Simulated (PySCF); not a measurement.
A structure optimised at B3LYP-D3(BJ)/def2-SVP, used in a PySCF frequency run:

```xyz
11

O     -1.7455     1.6668    -0.2377
C     -0.8926     0.8213    -0.3220
C      0.1288     0.6734    -1.4662
Si     1.6356     0.0044    -0.4604
Si    -0.1517    -0.4397     1.0117
F     -0.7692    -1.9480     0.8668
H     -0.2087    -0.1712    -2.0990
H      0.2073     1.5722    -2.0969
H      2.5618     1.0833    -0.0166
H      2.3756    -1.1015    -1.1237
H     -0.2409    -0.0585     2.4477
```

Q: Write its SMILES and formula.

A: O=C1C[SiH2][Si@@H]1F, C2H5FOSi2

Q: What are its rotational constants (standard atomic weights)?

A: 2.4941, 2.2955, 1.4060 GHz
